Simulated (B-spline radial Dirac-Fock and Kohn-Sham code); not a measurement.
Scattering functions of Se¹⁷⁺

System: the Se¹⁷⁺ ion, [Ne] 3s2 3p5.

Method: Dirac-Fock orbitals of the configuration average with a finite nucleus. Computed with a radial B-spline solver. f₀ is the Fourier transform of the spherical electron density, S the Waller-Hartree incoherent function, and s = sin θ/λ. The electron scattering factor follows from the Mott-Bethe formula f_e = 0.023934 Å⁻¹·(Z − f₀)/s².

| s (Å⁻¹) | f₀ | S | f_e (Å) |
| --- | --- | --- | --- |
| 0 | 17.000 | 0.000 | – |
| 0.05 | 16.957 | 0.049 | 163.158 |
| 0.1 | 16.831 | 0.193 | 41.092 |
| 0.15 | 16.624 | 0.427 | 18.484 |
| 0.2 | 16.341 | 0.742 | 10.566 |
| 0.25 | 15.989 | 1.125 | 6.897 |
| 0.3 | 15.578 | 1.564 | 4.899 |
| 0.35 | 15.115 | 2.045 | 3.690 |
| 0.4 | 14.612 | 2.554 | 2.900 |
| 0.45 | 14.078 | 3.078 | 2.355 |
| 0.5 | 13.525 | 3.606 | 1.960 |
| 0.6 | 12.397 | 4.636 | 1.436 |
| 0.7 | 11.298 | 5.594 | 1.109 |
| 0.8 | 10.279 | 6.456 | 0.887 |
| 0.9 | 9.372 | 7.219 | 0.728 |
| 1 | 8.591 | 7.890 | 0.608 |
| 1.1 | 7.933 | 8.482 | 0.516 |
| 1.2 | 7.387 | 9.007 | 0.442 |
| 1.4 | 6.554 | 9.905 | 0.335 |
| 1.6 | 5.938 | 10.660 | 0.262 |
| 1.8 | 5.422 | 11.323 | 0.211 |
| 2 | 4.939 | 11.917 | 0.174 |
| 2.5 | 3.793 | 13.148 | 0.116 |
| 3 | 2.836 | 14.041 | 0.083 |
| 3.5 | 2.157 | 14.661 | 0.062 |
| 4 | 1.725 | 15.096 | 0.048 |
| 5 | 1.293 | 15.674 | 0.031 |
| 6 | 1.091 | 16.064 | 0.022 |

f₀ starts at the number of electrons, 17, and has fallen to half at s ≈ 1.01 Å⁻¹. The sum of ⟨r²⟩ over the electrons is 2.313 bohr². For an ion f_e diverges as s goes to zero, because of the net charge.
